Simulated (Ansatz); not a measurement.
Two isomers of C2H5BFN: A = `BC(=N)CF`, B = `B/C=C(/N)F`.

Isolated molecules relaxed with PBE0-D4/def2-TZVP in Ansatz; ΔE leaves out vibrations. CBS: MP2 limit from def2 TZ/QZ plus the TZ coupled-cluster correction, frozen cores. Functionals use def2-TZVPP. B3LYP here is the variant with VWN-RPA as its local correlation; programs differ in this. Each species was taken in one conformer, which may not be the lowest.

Problem. Which is lower in electronic energy at CCSD(T)/CBS, and by how much? (An estimate is asked.)

Solution. Computed: B, by 20.7 kcal/mol.

Problem. Give E(B) − E(A) in kcal/mol with CCSD(T)/def2-SVP, BLYP-D4, HF/def2-TZVPP, MP2/def2-TZVPP, ωB97M-V, r2SCAN-D4, B3LYP-D4. (An estimate is asked.)

Solution. Computed: CCSD(T)/def2-SVP -19.9, BLYP-D4 -23.4, HF/def2-TZVPP -20.0, MP2/def2-TZVPP -22.8, ωB97M-V -23.7, r2SCAN-D4 -27.3, B3LYP-D4 -23.9. None reverses the order clearly.

Problem. Does the order hold for the free energy at 298.15 K (harmonic terms from PBE0-D4)? (An estimate is asked.)

Solution. Ansatz gave: Yes: G(B) − G(A) = -19.6 kcal/mol, for one conformer each.

Largest T1 diagnostic: 0.013.

Leaving LDA and LC-ωPBE aside and taking each functional with its dispersion term where it has one, the values, not all of them listed here, spread over 5.2 kcal/mol, from r2SCAN-D4 to ωB97X-V. LDA lies −6.5 kcal/mol from PBE without D4. At CCSD(T), def2-SVP lies +0.8 kcal/mol from the extrapolated value and def2-TZVPP +0.6 kcal/mol.
